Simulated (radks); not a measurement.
Values are calculated unless marked as measured or tabulated.
Task: The table gives one normalised radial function P(r) = r R(r) of Al9+ in 1s1 2s2 2p1 (r in bohr). Code: a radial shooting solver on a logarithmic mesh with Libxc functionals. Model: scalar-relativistic Kohn-Sham, PBE, spin-polarised, spherical densities, finite nucleus; open shells are filled with parallel spins first; Fermi nuclear charge, rms radius 3.061 fm.

r         P
0.004668   0.1317
0.005138   0.1440
0.005656   0.1573
0.006275   0.1731
0.006908   0.1888
0.007604   0.2058
0.00837    0.2242
0.009213   0.2439
0.01014    0.2650
0.01116    0.2876
0.01229    0.3116
0.01353    0.3371
0.01501    0.3664
0.01652    0.3949
0.01819    0.4246
0.02002    0.4554
0.02204    0.4872
0.02426    0.5195
0.0267     0.5521
0.02939    0.5845
0.03235    0.6161
0.0359     0.6486
0.03951    0.6762
0.04349    0.7004
0.04788    0.7202
0.0527     0.7342
0.05801    0.7411
0.06386    0.7392
0.07029    0.7271
0.07737    0.7029
0.08585    0.6612
0.0945     0.6066
0.104      0.5352
0.1145     0.4457
0.126      0.3376
0.1387     0.2108
0.1527     0.0660
0.1681    -0.0949
0.1851    -0.2694
0.2053    -0.4691
0.226     -0.6579
0.2488    -0.8448
0.2739    -1.0227
0.3015    -1.1828
0.3318    -1.3164
0.3653    -1.4157
0.4021    -1.4744
0.4426    -1.4885
0.4911    -1.4521
0.5406    -1.3732
0.595     -1.2565
0.655     -1.1106
0.721     -0.9466
0.7936    -0.7759
0.8736    -0.6098
0.9616    -0.4579
1.059     -0.3271
1.175     -0.2135
1.293     -0.1353
1.423     -0.0802
1.567     -0.0443
1.724     -0.0226

Which n and l does it have? It may be an empty orbital.

Result: n = 2, l = 0: the number of nodes gives n - l - 1 = 1, the rise at small r (about r^(l+1)) gives l, and the extent must fit the shell. The curve is that of 2s down; the table hardly tells the two spins apart. 2s down: eigenvalue -388.90 eV, 1 radial node at r = 0.159 bohr, <r> = 0.510 bohr, 90 % of the charge inside 0.781 bohr.
